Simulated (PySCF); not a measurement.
## Working out the excitation energy of C⁺

C⁺ [He] 2s2 2p1 (2P) → C⁺ [He] 2s1 2p2 (4P). Computed with PySCF 2.14 in x2c-QZVPPall (7s4p3d2f1g, 57 functions), with the spin-free X2C one-electron Hamiltonian (Gaussian nucleus). Frozen: nothing. Energies in hartree (1 hartree = 27.21139 eV):

| part | C⁺ (lower) | C⁺ (upper) |
| --- | --- | --- |
| UHF | -37.311874 | -37.177671 |
| MP2 opposite-spin | -0.068886 | -0.018726 |
| MP2 same-spin | -0.005120 | -0.014434 |

What does Hartree-Fock give?

(-37.177671) − (-37.311874) = 0.134203 hartree = 3.652 eV.

What do MP2 and SCS-MP2 (6/5 opposite-spin, 1/3 same-spin) give?

The opposite-spin parts differ by 1.365 eV and the same-spin parts by -0.253 eV. MP2: 3.652 + (1.365) + (-0.253) = 4.764 eV. SCS-MP2: 3.652 + 1.2 × (1.365) + (-0.253)/3 = 5.206 eV.

Measured between the centres of the two terms (NIST): 5.331 eV, so MP2 (valence and next inner shell) is off by -0.567 eV.

What remains against the reference includes basis incompleteness and correlation beyond second order.
